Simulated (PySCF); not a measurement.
Species: C8H6N (doublet state).
Geometry (GFN2-xTB, Å), atoms numbered from 1 in this order:
```xyz
15
C8H6N angstrom
C     -3.0620    0.1979   -0.3414
C     -1.7978    0.1655   -0.0252
C     -1.2084   -0.0181    1.3260
C      0.1253    0.0127    1.2024
C      0.4793    0.2123   -0.1961
C      1.8937    0.2799   -0.6859
C      2.5307   -1.0034   -0.5072
N      3.0174   -2.0257   -0.3534
C     -0.6492    0.2996   -0.9244
H     -4.0154    0.1187    0.1258
H     -1.8016   -0.1481    2.2098
H      0.8467   -0.0937    1.9937
H      2.4609    1.0238   -0.1159
H      1.9226    0.5431   -1.7465
H     -0.7466    0.4434   -1.9835
```

The hyperfine couplings belong to this conformer and change with its torsions.

The species is `[H]/[C]=C1\C=CC(CC#N)=C1` [radical].

Theory: UKS B3LYP, pcH-1 on C H N, non-relativistic, mean-field spin-orbit, GIAO (PySCF). Geometry: GFN2-xTB, one conformer, isolated molecule. Couplings are sensitive to structure, and on GFN2-xTB geometries they can be far from those on DFT ones. The SCF solution wasn't tested for stability.

What is the g tensor, term by term?

```csv
Δg (ppm),1,2,3
relativistic mass correction,-154,-154,-154
gauge correction,28,7,-20
orbital Zeeman/spin–orbit,-627,-53,623
total,-754,-200,449
```

So g = 2.00157, 2.00212, 2.00277 and g_iso = 2.00215; the tensor is rhombic: the two nearest values differ by 46 % of g3 − g1. Axes: g1 points within 11° of the C1–H10 bond and g2 points within 8° of the C2–C3 bond.

What effective moment and Curie constant follow for a powder?

With the mean of g² = 4.0086 and S(S+1) = 0.75: μ_eff = √(⟨g²⟩S(S+1)) = 1.734 μB and χT = 0.12505·⟨g²⟩·S(S+1) = 0.376 cm³ K/mol (cgs; spin-Hamiltonian part alone).

What are the electron Larmor frequencies g μB B/h along the three axes at 350 mT?

9.8050, 9.8078, 9.8109 GHz for g1, g2 and g3, a range of 5.9 MHz.

In a frozen sample, at which fields do the three g values resonate at 9.5, 34, 94 and 263 GHz (hyperfine left aside), and which band first spreads them over more than twice a line width of 0.5 mT?

```csv
band,GHz,B(g3) mT,B(g2) mT,B(g1) mT,spread mT
X,9.5,338.91,339.02,339.11,0.20
Q,34.0,1212.93,1213.33,1213.66,0.73
W,94.0,3353.40,3354.49,3355.42,2.02
J,263.0,9382.39,9385.43,9388.03,5.64
```

The spread grows in proportion to the frequency. W band is the first where it exceeds 1.0 mT.

Largest spin populations (Mulliken): C1 (+1.08), C2 (-0.17) and C3 (+0.09). No atom but C1 exceeds +0.15. The positive populations add up to 1.24 and the negative ones to -0.24, together 2S = 1.

The HOMO–LUMO gaps are 4.17 eV among the α and 3.73 eV among the β orbitals.
